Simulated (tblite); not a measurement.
A tight-binding relaxation on `C1[AsH][SiH2][C@H]2C[C@@H]1C2`.

Computed with GFN2-xTB geometry optimisation, gas phase (tblite 0.8.0). Start geometry: from a force field or distance geometry. A driver script takes a list of jobs; this job's settings line and coordinates (Å) are shown.

Command:
```bash
OMP_NUM_THREADS=1 python probes_run.py task.json out
```

Input:
```
{"job": {"kind": "relax", "xc": "GFN2-xTB", "basis": "xTB"}, "charge": 0, "multiplicity": 1}
C      1.656900     0.521700    -0.426400
As     0.434600     2.128700    -0.665500
Si    -1.612400     1.102500    -0.210000
C     -1.140100    -0.642000     0.204900
C     -0.201100    -1.171500    -0.864500
C      0.978400    -0.801200     0.014400
C      0.031500    -0.610700     1.190300
H      2.437900     0.797500     0.318300
H      2.166000     0.346900    -1.393600
H      0.595900     2.533700     0.848600
H     -2.472500     1.115000    -1.416000
H     -2.290900     1.752400     0.926900
H     -1.970100    -1.338300     0.500300
H     -0.230400    -0.647200    -1.857000
H     -0.293300    -2.264100    -0.984100
H      1.705200    -1.631300     0.170300
H      0.028300    -1.505800     1.857800
H      0.167500     0.320000     1.773800
```

Output:
```
step      E/eV     max force
  0    -554.77556    1.438
  1    -554.88155    0.736
  2    -554.91573    0.427
  3    -554.93947    0.284
  4    -554.94734    0.251
  5    -554.95562    0.230
  6    -554.96046    0.184
  7    -554.96433    0.154
  8    -554.96642    0.132
  9    -554.96793    0.095
... (36 lines left out)
 46    -554.97868    0.025
 47    -554.97876    0.020
 48    -554.97882    0.019
 49    -554.97888    0.021
 50    -554.97895    0.019
 51    -554.97901    0.017
 52    -554.97906    0.020
 53    -554.97912    0.017
 54    -554.97916    0.014
 55    -554.97918    0.008
```

«max force» is the largest atomic force in eV/Å.

Question: From which step on does the largest force stay under 0.1 eV/Å, and how much energy is left to gain from there?

Answer: From step 15 (0.098 eV/Å), 5.7 meV above the end.

In short: energy lowered by 4.7 kcal/mol over 55 steps; largest atomic force 0.008 eV/Å at the end.

Question: Where do the atoms end?

Answer: 0.084 Å rms from the input after alignment:
```
atom  x, y, z in Å
C1     1.6291    0.5287   -0.4353
As2    0.4950    2.1736   -0.5670
Si3   -1.5807    1.1607   -0.2368
C4    -1.1426   -0.6286    0.2269
C5    -0.2065   -1.2081   -0.8449
C6     0.9876   -0.7752    0.0170
C7     0.0349   -0.6487    1.2137
H8     2.4660    0.7739    0.2288
H9     2.0640    0.3664   -1.4302
H10    0.5798    2.5170    0.9013
H11   -2.4041    1.1236   -1.4580
H12   -2.3820    1.7588    0.8428
H13   -1.9965   -1.2502    0.4952
H14   -0.2610   -0.7628   -1.8427
H15   -0.2822   -2.2911   -0.9418
H16    1.7718   -1.5323    0.1285
H17    0.0473   -1.5345    1.8481
H18    0.1713    0.2351    1.8427
```

On an Arm Neoverse N1 with one thread, no GPU, on a shared host, this took 0.73 s wall.
Labels such as C1 count atoms from 1, the log's own numbers from 0.
